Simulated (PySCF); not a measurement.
# Potential energy of NdBr along the bond

Set-up: basis Nd x2c-SVPall, Br x2c-SVPall; spin-free X2C with a Gaussian nucleus; PySCF 2.14. Energies in eV from Nd (4f4 6s2) + Br in their ground configurations at the same level. State: sextet, about 4.0 electrons in the 4f shell (Mulliken), real f orbitals that mix terms.

```tsv
R (Å)	r²SCAN	BP86
2.360	-3.683	-3.377
2.470	-4.209	-3.885
2.579	-4.494	-4.152
2.662	-4.593	-4.242
2.744	-4.620	-4.263
2.826	-4.593	-4.231
2.936	-4.497	-4.132
3.073	-4.312	-3.947
3.238	-4.038	-3.676
3.457	-3.638	-3.286
```

Task: Put a parabola through the three lowest points of the r²SCAN curve and estimate Re, k and ωe (reduced mass 50.71 u; 1 eV/Å² = 0.16022 mdyn/Å; ωe = 1302.8·√(k/μ) cm⁻¹).

Result: Through R = 2.662, 2.744, 2.826 Å the second-order coefficient is 4.02 eV/Å², so Re ≈ 2.744 Å, k ≈ 1.29 mdyn/Å and ωe ≈ 208 cm⁻¹. A polynomial fit of higher order to the unrounded r²SCAN energies gives Re = 2.740 Å, k = 1.29 mdyn/Å, ωe = 208 cm⁻¹; anharmonicity and rounding make the difference.

The higher-order fit for each curve: r²SCAN: Re = 2.740 Å, ωe = 208 cm⁻¹, De = 4.62 eV; BP86: Re = 2.732 Å, ωe = 206 cm⁻¹, De = 4.26 eV.

These are scalar-relativistic numbers at best; spin–orbit coupling would shift them, the dissociation energy most. Counting both spins, an empty level lies below a filled one in some of these solutions, because spin and occupation are held. With d or f electrons several states lie close, and the lowest PBE0 determinant need not be the measured ground state.
